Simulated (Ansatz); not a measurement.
Frontier orbitals of `C[CH]([GaH2])O[SiH2][GeH3]`.

Total charge 0; spin multiplicity 1. Correlated methods include outer-core shells of Ga, Ge, which these sets cover unevenly. Scalar relativity is left out up to krypton. The geometry is a stationary point of PBE0-D4/def2-TZVP. It is one conformer, not always the lowest. Basis def2-TZVPP, Ansatz 0.2.0.

```csv
functional,HOMO (eV),LUMO (eV),gap (eV)
LDA (SPW92),-6.14,-2.27,3.87
PBE,-6.02,-2.01,4.01
BLYP,-5.92,-1.93,3.99
PBE0,-7.20,-1.18,6.02
HSE06 (plane-wave form),-6.81,-1.55,5.26
ωB97M-V,-9.42,0.50,9.92
```

From PBE to PBE0 the HOMO moves by −1.19 eV and the LUMO by +0.83 eV, and with ωB97M-V by −3.41 and +2.51 eV, so the gap grows from 4.01 to 9.92 eV with exact exchange. A positive LUMO is unbound and depends on the basis.
